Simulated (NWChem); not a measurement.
Program: NWChem. System: H2BeO, charge 0, spin multiplicity 1, at a geometry optimised with PBE0/def2-SVP. The structure started from a generated list of species. Level: real-time TD-B3LYP/6-31G* (spherical d), VWN1-RPA local correlation.

Part of the output:

```
             Northwest Computational Chemistry Package (NWChem) 7.3.0
             --------------------------------------------------------

                                NWChem Input Module
                                -------------------

 Scaling coordinates for geometry "system" by  1.889725989
 (inverse scale =  0.529177249)

                              Geometry "system" -> ""
                              -----------------------

 Output coordinates in angstroms (scale by  1.889725989 to convert to a.u.)

  No.       Tag          Charge          X              Y              Z
 ---- ---------------- ---------- -------------- -------------- --------------
    1 Be                   4.0000     0.04403000     0.86694400     0.00000000
    2 H                    1.0000     0.11109800     2.19838700     0.00000000
    3 O                    8.0000    -0.02563000    -0.52451200     0.00000000
    4 H                    1.0000    -0.08217600    -1.47006900     0.00000000

 Effective nuclear repulsion energy (a.u.)      20.8127410867

            Nuclear Dipole moment (a.u.)
            ----------------------------
        X                 Y               Z
 ---------------- ---------------- ----------------
     0.0000037795    -0.0000037795     0.0000000000


 Summary of "ao basis" -> "" (spherical)
 ------------------------------------------------------------------------------
       Tag                 Description            Shells   Functions and Types
 ---------------- ------------------------------  ------  ---------------------
 *                           6-31g*                   on all atoms

                                 NWChem DFT Module
                                 -----------------

 Summary of "ao basis" -> "ao basis" (spherical)
 ------------------------------------------------------------------------------
       Tag                 Description            Shells   Functions and Types
 ---------------- ------------------------------  ------  ---------------------
 Be                          6-31g*                  6       14   3s2p1d
 H                           6-31g*                  2        2   2s
 O                           6-31g*                  6       14   3s2p1d

 Summary of "ao basis" -> "ao basis" (spherical)
 ------------------------------------------------------------------------------
       Tag                 Description            Shells   Functions and Types
[...]
         1        2.00       -1.91308508E+01
         2        2.00       -4.00677199E+00
         3        2.00       -9.77096288E-01
         4        2.00       -5.38488994E-01
         5        2.00       -3.27197809E-01
         6        2.00       -3.27195392E-01
         7        2.00       -3.14815642E-01
         8        0.00        3.93120506E-02
         9        0.00        3.93156363E-02
        10        0.00        4.91194412E-02
        11        0.00        1.23562956E-01
        12        0.00        2.17104701E-01
        13        0.00        3.15361602E-01
        14        0.00        3.15361867E-01
        15        0.00        3.40505575E-01
        16        0.00        5.65884098E-01
        17        0.00        8.12831433E-01
        18        0.00        8.96129277E-01
        19        0.00        8.96129875E-01
        20        0.00        9.25120798E-01
        21        0.00        9.25127752E-01
        22        0.00        9.88730373E-01
        23        0.00        9.88735717E-01
        24        0.00        1.10148644E+00
        25        0.00        1.42721611E+00
        26        0.00        1.82095616E+00
        27        0.00        1.83376542E+00
        28        0.00        1.83376549E+00
        29        0.00        1.98954493E+00
        30        0.00        2.11943272E+00
        31        0.00        2.12012436E+00
        32        0.00        3.12350486E+00

  int2e_file: Failed to allocate cache ... halving

kick      0.00000        ### Propagation started ###
kick      0.00000        ### Checks passed ###
kick      0.00000   1.000000000000E-004   0.000000000000E+000   0.000000000000E+000     # Applied E-field [system] (alpha spin)
kick      0.00000   1.000000000000E-004   0.000000000000E+000   0.000000000000E+000     # Applied E-field [system] (beta spin)
kick      0.00000   2.081274108672E+001     # Enuc
kick      0.00000  -1.656780324648E+002     # Ecore
kick      0.00000   6.591873309436E+001     # Ecoul
kick      0.00000  -1.227037885825E+001     # Exc(1)
kick      0.00000   0.000000000000E+000     # Exc(2)
kick      0.00000  -9.121693714199E+001     # Etot
kick      0.00000   1.421085471520E-014     # Eadded
kick      0.00000  -4.561477131500E-002  -7.796378964379E-001  -3.939637825205E-014     # Dipole moment [system]
kick      0.00000        ### Saved restart file ###
kick      0.00000   4.951683507670E-011     # Magnus interpol (matrix 1 of 1)
kick      0.00000                     2     # Magnus total interpolations
kick      0.20000   0.000000000000E+000   0.000000000000E+000   0.000000000000E+000     # Applied E-field [system] (alpha spin)
kick      0.20000   0.000000000000E+000   0.000000000000E+000   0.000000000000E+000     # Applied E-field [system] (beta spin)
kick      0.20000   2.081274108672E+001     # Enuc
kick      0.20000  -1.656780323959E+002     # Ecore
kick      0.20000   6.591873302662E+001     # Ecoul
kick      0.20000  -1.227037885892E+001     # Exc(1)
kick      0.20000   0.000000000000E+000     # Exc(2)
kick      0.20000  -9.121693714147E+001     # Etot
kick      0.20000   5.283595783112E-010     # Eadded
kick      0.20000  -4.560408988476E-002  -7.796378978123E-001  -3.958501672047E-014     # Dipole moment [system]
kick      0.20000   5.044276107924E-011     # Magnus interpol (matrix 1 of 1)
kick      0.20000                     2     # Magnus total interpolations
kick      0.40000   0.000000000000E+000   0.000000000000E+000   0.000000000000E+000     # Applied E-field [system] (alpha spin)
kick      0.40000   0.000000000000E+000   0.000000000000E+000   0.000000000000E+000     # Applied E-field [system] (beta spin)
kick      0.40000   2.081274108672E+001     # Enuc
...
kick     28.20000   0.000000000000E+000   0.000000000000E+000   0.000000000000E+000     # Applied E-field [system] (alpha spin)
kick     28.20000   0.000000000000E+000   0.000000000000E+000   0.000000000000E+000     # Applied E-field [system] (beta spin)
kick     28.20000   2.081274108672E+001     # Enuc
kick     28.20000  -1.656780302292E+002     # Ecore
kick     28.20000   6.591873061566E+001     # Ecoul
kick     28.20000  -1.227037861407E+001     # Exc(1)
kick     28.20000   0.000000000000E+000     # Exc(2)
kick     28.20000  -9.121693714083E+001     # Etot
kick     28.20000   1.159520479632E-009     # Eadded
kick     28.20000  -4.561277829433E-002  -7.796409021683E-001  -4.020685151111E-014     # Dipole moment [system]
kick     28.20000   6.896705428971E-013     # Magnus interpol (matrix 1 of 1)
kick     28.20000
```

Question: Write an NWChem input that would produce this output.

Answer: This is not unique; one that fits is 
```
start mol
memory heap 200 mb stack 900 mb global 1100 mb
geometry "system" units angstroms nocenter noautoz noautosym
  Be     0.044030     0.866944     0.000000
  H      0.111098     2.198387     0.000000
  O     -0.025630    -0.524512     0.000000
  H     -0.082176    -1.470069     0.000000
end
set geometry "system"
basis spherical
  * library 6-31g*
end
dft
  xc b3lyp
  semidirect memsize 60000000 filesize 0
  iterations 100
  convergence energy 1e-10 density 1e-9 gradient 1e-8
  tolerances tight
end
task dft energy
rt_tddft
  tmax 150.0
  dt 0.2
  tag "kick"
  print dipole
  field "kick"
    type delta
    polarization x
    max 0.0001
  end
  excite "system" with "kick"
end
task dft rt_tddft
```
